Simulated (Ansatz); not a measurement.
**Question.** Predict a relaxed structure of SiHCl3, charge 0, singlet, at r2SCAN-D4/def2-SVP (Ansatz).

**Answer.** 
Cartesian coordinates in Å:
```
Si -0.0597 -0.1018 -0.0114
H -0.8021 -1.3685 -0.1500
Cl 1.1253 0.1872 -1.6582
Cl 1.1168 -0.1734 1.6648
Cl -1.3802 1.4564 0.1548
```
Point group C3v (tolerance 0.1 Å). This is one stationary point.
